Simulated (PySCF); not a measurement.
**Ce⁴⁰⁺: ionisation energy**

Ce⁴⁰⁺ [Ar] (1S) → Ce⁴¹⁺ [Ne] 3s2 3p5 (2P), as a difference of total energies. Computed with PySCF 2.14 in an even-tempered Gaussian basis (19 s from 7.7 bohr⁻², ratio 2.2; 12 p from 10 bohr⁻², ratio 2.2; 5 d from 44 bohr⁻², ratio 2.4; 4 f from 66 bohr⁻², ratio 2.4; 4 g from 98 bohr⁻², ratio 2.4), with no relativity, point nucleus. Correlated levels: outer shells: 1s2 frozen; virtual orbitals above 40 to 60 times the deepest correlated orbital energy dropped. The calculations carry no spin-orbit coupling.

| method | ionisation energy (eV) |
| --- | --- |
| UHF | 3064.7 |
| LDA | 3066.0 |
| PBE | 3066.2 |
| PBE0 | 3066.4 |
| r2SCAN | 3066.9 |
| BP86 | 3066.8 |
| TPSSh | 3066.3 |
| MP2 (outer shells) | 3065.7 |
| SCS-MP2 (outer shells) | 3065.5 |

A first-order spin-orbit estimate (lowest level to lowest level, LS coupling) adds -27.438 eV.

The gap to the reference is mostly relativistic.

For comparison: 3087 ± 4 eV (theoretical estimate listed by NIST; NIST Atomic Spectra Database, ionization energies).
